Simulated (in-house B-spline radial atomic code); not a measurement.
**RPA and G0W0 on Hartree-Fock: Mn7+**

Configuration [Ne] 3s2 3p6, mean-field start Hartree-Fock. Computed with an all-electron radial atomic-structure program (B-spline basis): all electrons, non-relativistic, point nucleus, each spin shell either full or empty, empty states to l = 9 with an (l + 1/2)⁻⁴ tail; G0W0 by contour deformation at full frequency.

Command:
```bash
python run_gw.py task.json out
```
Settings (radii: box in bohr, nucleus in fm):
```
Z                        25
electrons                18
configuration            [Ne] 3s2 3p6
hamiltonian              nr
method                   hf
lmax                     9
spin_polarised           False
box_radius               8.41
intervals                48
```

Time taken, with all properties: 1.3 s on 1 thread of Intel(R) Xeon(R) Platinum 8488C (shared host).

Energies (hartree):

```csv
term,value
mean-field total,-1135.56134
Hartree-Fock functional on these orbitals,-1135.56134
direct second order,-1.2367
second-order exchange,0.41571
SOSEX correction,0.38958
```

(1) What is the RPA correlation energy, and what remains with SOSEX?

Quasi-particle levels (eV):

```tsv
level	occupied	mean field	Σx - vxc	Σc	QP weight	G0W0
3p	yes	-195.49	0.00	?	?	?
3s	yes	-234.72	0.00	4.83	0.915	-229.89
3d	no	-117.36	0.00	-2.70	0.982	-120.06
```

G0W0 = mean field + (Σx - vxc) + Σc, with Σc (partial-wave tail included) taken at the quasi-particle energy. Only the outer levels were computed. Levels of low weight are left out.

(2) Where does G0W0 put 3p?

## Answers

(1) RPA gives -1.1239 hartree (-1.7 eV per electron); RPA + SOSEX gives -0.73435, and the second-order doubles (MP2) -0.82095 hartree. RPA lacks exchange-type terms and so overcorrelates at short range.

(2) At -196.16 eV, with Σc = -0.66 eV and a quasi-particle weight of 0.975. The tabulated removal energy is 195.5 ± 0.3 eV (NIST, semi-empirical); the calculation leaves out relativity, Breit and QED terms, and what these don't explain is the method's own error.
